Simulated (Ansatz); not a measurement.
Computed with Ansatz on PBE0-D4/def2-TZVP structures; ΔE is electronic, products minus reactants. CCSD(T)/CBS adds triple-zeta CCSD(T) − MP2 to the extrapolated MP2 energy (def2 sets, frozen cores). Functionals use def2-TZVPP. def2 core potentials past Kr. For I outer-core shells are correlated without core-valence functions, which leaves a few kJ/mol of doubt a bond. One conformer a species, not always the lowest.

`OB(O)BS` + `F[SiH2]OCI` → `OB(O)CI` + `F[SiH2]OBS`  (redistribution)

```csv
level,ΔE (kJ/mol)
r2SCAN-D4,-214.0
PBE,-199.1
HF/def2-TZVPP,-238.0
SCS-MP2/def2-TZVPP,-225.2
```

What does CCSD(T)/CBS give? (An estimate is asked.)

Ansatz gave: -220.3 kJ/mol. The listed levels differ from it by 6.3, 21.2, -17.7, -4.9 kJ/mol.

Largest T1 diagnostic among the species: 0.015.

In def2-TZVPP, CCSD(T) changes the Hartree–Fock value by +18.2 kJ/mol (the triples alone add +3.9 kJ/mol) and MP2 by +10.1 kJ/mol. From PBE to PBE0 (25 % exact exchange), in def2-TZVPP and without D4, ΔE moves by −11.6 kJ/mol.
